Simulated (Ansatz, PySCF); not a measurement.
C3H9Si, SMILES C[Si](C)C (connectivity only; charge and spin as stated), charge +1, multiplicity 1. Atoms are numbered in the order given.

```xyz
13

C     -0.4524     1.7544     0.2576
Si    -0.0002     0.0002    -0.0001
C      1.7363    -0.5372     0.2099
C     -1.2837    -1.2173    -0.4675
H      0.1564     2.3933    -0.4076
H     -0.1887     2.0504     1.2897
H     -1.5188     1.9568     0.0837
H      2.0936    -0.9952    -0.7306
H      1.7836    -1.3344     0.9742
H      2.4117     0.2819     0.4949
H     -1.7576    -0.9024    -1.4153
H     -0.8910    -2.2380    -0.5794
H     -2.0876    -1.2142     0.2910
```
Charge +1, spin multiplicity 1.

Coordinates come from a ωB97X-D3(BJ)/def2-SVP optimisation. The spin state was assumed, not searched. The isomer is the one that the SMILES or the coordinates give; other isomers of the formula were not compared.

Vertical ionisation energy (IE) and electron affinity (EA) in eV. Rows of orbital energies are one-electron estimates. Where ΔSCF, EOM or ADC give a negative EA the extra electron is unbound and the value depends on the basis.

| level | IE | EA |
|---|---|---|
| −ε(HOMO), −ε(LUMO), B3LYP/def2-TZVP (PySCF) | 14.44 | 7.62 |
| −ε(HOMO), −ε(LUMO), PBE/def2-TZVP (PySCF) | 13.32 | 8.27 |
| ΔSCF, CAM-B3LYP/def2-SVPD (Ansatz), final states of multiplicity 2 and 2 | 17.04 | 5.55 |
| ΔSCF, PBE/def2-SVPD (Ansatz), final states of multiplicity 2 and 2 | ___ | ___ |

Some entries are withheld; supply them. (The exact figures need the calculation; the answer reports its results.)


- ΔSCF, PBE/def2-SVPD (Ansatz, a program for electronic structure), final states of multiplicity 2 and 2, IE: 16.48
- ΔSCF, PBE/def2-SVPD (Ansatz), final states of multiplicity 2 and 2, EA: 5.58

What vertical singlet–triplet gap does ΔSCF give with CAM-B3LYP/def2-SVPD (Ansatz) and with PBE/def2-SVPD (Ansatz)? (The exact figures need the calculation; the answer reports its results.)

5.44 and 4.89 eV (triplet above singlet where positive).
